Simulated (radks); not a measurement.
Results of a calculation; reference values are marked as such.
Ionisation of the oxygen ion O2+, [He] 2s2 2p2, to O3+, [He] 2s2 2p1, under several functionals. Scalar-relativistic Kohn-Sham, spin-polarised, spherical densities, finite nucleus; open shells are filled with parallel spins first; a radial shooting solver on a logarithmic mesh with Libxc functionals.

functional	E(O2+) (hartree)	Exc (hartree)	IE (eV)	-e(HOMO) (eV)	<r> HOMO (bohr)	IE error (eV)
OLYP	-73.32667	-7.47040	55.589	45.198	0.9859	+0.654
LDA (Slater exchange, VWN5 correlation)	-72.76561	-6.87379	55.564	45.151	0.9857	+0.629
LDA (Slater exchange, Perdew-Wang correlation)	-72.76337	-6.87146	55.552	45.140	0.9857	+0.617
r2SCAN	-73.28197	-7.42112	55.900	45.759	0.9855	+0.965
SOGGA	-72.96481	-7.08560	55.244	44.869	0.9885	+0.309
exchange-only LDA	-72.34806	-6.44450	54.202	43.882	0.9900	-0.733

NIST Atomic Spectra Database: 54.936 eV (semi-empirical). Closest: SOGGA. The Delta-SCF values span 1.70 eV, the total energies 0.98 hartree. The highest occupied level is 2p. Open shells are spherical and high-spin; term and fine-structure splittings are not resolved.
